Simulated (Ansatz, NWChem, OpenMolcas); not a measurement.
# Worked example: CaH → Ca + H

Species: CaH, doublet; Ca atom, singlet; H atom, doublet. 

Shapes, held fixed at every level: PBE0-D4/def2-TZVP. Programs: Ansatz 0.2.0, NWChem 7.3.0, OpenMolcas 26.06. A level may come from different programs for different species; with the same settings they agree closely. The zero-point and thermal change to 298 K, harmonic and unscaled (UPBE0-D4/def2-TZVP), is -4.1 kJ/mol.

At ROCCSD(T)/def2-TZVPP; 1 Eh = 2625.50 kJ/mol:

| species | energy (Eh) |
| --- | --- |
| CaH | -677.532133 |
| Ca | -676.972125 |
| H | -0.499810 |

Q: Work out ΔH(298 K) of the reaction at this level.

A: 
1. Products less reactants: (-676.972125) + (-0.499810) − [(-677.532133)] = 0.060198 Eh = +158.0 kJ/mol.
2. With the thermal change: +158.0 + (-4.1) = +153.9 kJ/mol.

Other levels give +176.6 (BHLYP/def2-TZVPP) to +210.9 kJ/mol (TPSS/def2-TZVPP). No measured value is set beside it here. Open shells run unrestricted unless RO is named. Correlated rows may include outer-core shells of Ca, which these sets cover unevenly.
